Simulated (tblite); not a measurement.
Species: C₇H₁₃O₂P.
Geometry (GFN2-xTB, Å), atoms numbered from 1 in this order:
```xyz
23
C7H13O2P angstrom
C      3.763    0.779   -0.132
O      2.412    0.860   -0.508
C      1.712   -0.345   -0.336
P      0.036   -0.018   -1.080
C     -0.846   -1.514   -0.396
C     -2.358   -1.271   -0.388
C     -2.714   -0.138    0.550
O     -3.390   -0.299    1.534
C     -2.130    1.204    0.170
C     -0.600    1.151    0.220
H      3.864    0.500    0.924
H      4.301    0.045   -0.744
H      4.192    1.767   -0.289
H      1.651   -0.621    0.731
H      2.201   -1.171   -0.878
H     -0.619   -2.375   -1.028
H     -0.499   -1.732    0.618
H     -2.690   -1.013   -1.396
H     -2.882   -2.174   -0.064
H     -2.506    1.961    0.862
H     -2.453    1.458   -0.843
H     -0.185    2.142    0.021
H     -0.265    0.833    1.213
```

Level: GFN2-xTB in tblite, geometry and Hessian alike; calculated harmonic values, unscaled, isolated species. Errors from tens to a few hundred cm⁻¹ against measured bands are possible. One conformer, not necessarily the lowest.

Harmonic wavenumbers (cm⁻¹): 42.3, 59.8, 80.7, 102.0, 154.8, 176.2, 225.3, 242.2, 265.1, 319.8, 348.0, 384.6, 439.6, 493.7, 668.9, 683.0, 702.9, 758.9, 773.8, 781.9, 855.5, 902.0, 910.0, 978.6, 992.6, 1020.7, 1051.3, 1054.0, 1105.0, 1108.9, 1118.0, 1132.7, 1154.4, 1170.9, 1176.5, 1223.2, 1243.3, 1252.0, 1267.4, 1290.1, 1302.2, 1406.0, 1436.1, 1445.5, 1451.6, 1458.8, 1462.0, 1468.2, 1488.4, 1776.1, 2791.2, 2838.9, 2896.0, 2919.0, 2929.9, 2934.5, 2958.6, 2963.3, 2971.5, 2972.2, 2981.1, 2982.2, 3029.7.

A = 2684, B = 578.6, C = 533.2 MHz; mass 160.065 u (most abundant isotopes); point group C1, symmetry number 1.

**Question.** What is the zero-point energy?

**Answer.** ½Σν̃ = 41287 cm⁻¹ = 118.05 kcal/mol.

**Question.** Give the ideal-gas entropy at 298.15 K and 1 bar in the rigid-rotor, harmonic-oscillator model (classical rotation).

**Answer.** Translation 41.15, rotation 30.34, vibration 35.46: S = 106.9 cal/(mol K).

**Question.** And Cp and H(298.15 K) − H(0)?

**Answer.** Cp = 43.77 cal/(mol K), of which vibrations give 35.82 (their classical limit is 63 R = 125.2); H(298.15 K) − H(0) = 7.84 kcal/mol without the zero-point energy, 5.47 from vibrations.

**Question.** What must be added to the electronic energy to get the Gibbs energy at 298.15 K and 1 bar?

**Answer.** ZPE + [H(298.15 K) − H(0)] − T·S = 118.05 + 7.84 − 31.88 = 94.01 kcal/mol.

**Question.** Blend soft modes into free rotors: weight 1/[1 + (100 cm⁻¹/ν̃)⁴] for the oscillator and the rest for a rotor with moment μB/(μ + B), μ = h/(8π²ν), B = 10⁻⁴⁴ kg m². What vibrational entropy results?

**Answer.** 32.24 cal/(mol K) in place of 35.46, which changes −T·S at 298.15 K by +0.96 kcal/mol.

**Question.** How do the functions run with temperature in this model?

**Answer.** 
```
T (K)  S (cal/(mol K))  Cp (cal/(mol K))  H − H(0) (kcal/mol)  G − H(0) (kcal/mol)  ln q(vib)
  100             73.8              21.3                 1.44                -5.94       2.29
  200             92.0              32.1                 4.12               -14.27       5.54
  300            107.2              44.0                 7.92               -24.25       8.67
  500            135.3              67.0                19.11               -48.54      14.81
  800            172.2              89.7                42.91               -94.82      23.73
 1000            193.3              99.5                61.88              -131.41      29.32
```

q(vib) and H(0) count from the zero-point level.

**Question.** Which modes carry the vibrational entropy at 298.15 K?

**Answer.** 42.3 cm⁻¹: 5.15; 59.8 cm⁻¹: 4.46; 80.7 cm⁻¹: 3.87; 102.0 cm⁻¹: 3.42; 154.8 cm⁻¹: 2.61; 176.2 cm⁻¹: 2.37 cal/(mol K); the other 57 give 13.57 together.

Hindered rotation and anharmonicity are outside this model. Other conformers, if any are populated, would add a mixing term that is left out. The structure is chiral; the term R ln 2 for an equal mix with its mirror image is left out.
